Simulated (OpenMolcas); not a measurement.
**Ti2+: from CASSCF to CASPT2**

```json
{
  "Program": "OpenMolcas",
  "Basis": "ANO-RCC-VTZP [6s5p3d2f1g]",
  "Scalar Hamiltonian": "DKH2, point nucleus",
  "Active space": "2 electrons in 6 orbitals (3d 4s)",
  "State averaging": "2S+1 = 3 even, 15 roots; 2S+1 = 1 even, 20 roots",
  "Spin-orbit coupling": "RASSI with atomic mean-field integrals over the reference wave functions, term energies averaged over their components"
}
```

Methods on the same reference wave functions:
A. CASSCF
B. SS-CASPT2, IPEA 0.25 Eh, imaginary shift 0.1 Eh (closed shells correlated: 3s 3p)
C. MS-CASPT2, IPEA 0.25 Eh, imaginary shift 0.1 Eh (closed shells correlated: 3s 3p)

Energies in cm-1 above 3d2 3F2, the measured ground level; measured values from Corliss and Sugar, J. Phys. Chem. Ref. Data 8, 1 (1979).

```csv
Level,A,B,C,Measured
3d2 3F2,0.0,0.0,0.0,0.0
3d2 3F3,197,198,198,185
3d2 3F4,454,455,455,420
3d2 1D2,10974,8130,8100,8474
3d2 3P0,13764,11050,11050,10538
3d2 3P1,13832,11110,11110,10604
3d2 3P2,13972,11250,11250,10721
3d2 1G4,17383,14700,14700,14398
3d 4s 3D1,39015,37610,37610,
3d 4s 3D2,39140,37730,37730,38199
3d 4s 3D3,39338,37930,37930,38426
3d2 1S0,42378,32530,32530,32476
3d 4s 1D2,45614,41040,41070,41704
```

Deviations, from unrounded energies. A percentage is the sum of absolute deviations over the sum of measured energies, with the sign that they share, or ± where signs differ.

```csv
Against measurement,Levels,A,B,C
mean absolute deviation (cm-1),11,2800,360,360
fine structure of the ground term (%),2,+7.6,+8.0,+8.0
other terms of the ground configuration (%),6,+28.8,±2.6,±2.6
other configurations (%),3,+4.9,-1.4,-1.3
```

B, C lie about equally close to measurement and A furthest from it. The largest miss of C in the table is 3d 4s 1D2, by -630 cm-1. The ranking rests on the paired levels alone, and a cruder setting can come out closer through cancelling errors.

Between B and C the level of the table that moves most is 3d 4s 1D2, by 31 cm-1 (lowest in B, highest in C). Moves below CASPT2's spread within the term are not significant.

The two smallest mean deviations differ by little beside CASPT2's spread within terms, so their order carries little weight.

From A to B the spin-free energies of the other terms of 3d2 shown, above 3F, scale by factors of 0.73 to 0.84, as is usual when dynamic correlation screens the repulsion within a d or f shell.

The lowest spin-free term lies below A's lowest term by 0.300 hartree in B, 0.300 hartree in C.

CASPT2 does not keep the components of a term degenerate, so their means are used; among the terms shown or strongly mixed into the levels shown the widest spread is 760 cm-1 (3d2 1G, C). A single d shell beside an s shell can misplace configurations of different d count against each other. Without dynamic correlation excited terms often stand tens of per cent too high (terms of higher spin than the ground term too low), and those without a measured partner can miss by more than the paired ones (holds for A). Measured partners are found by configuration, term and J. A level has none where our copy of the source lacks it or the pairing is in doubt (some pairs that miss far off the trend of their configuration count as doubtful), and it then counts in no deviation. Only configurations of the active space appear.
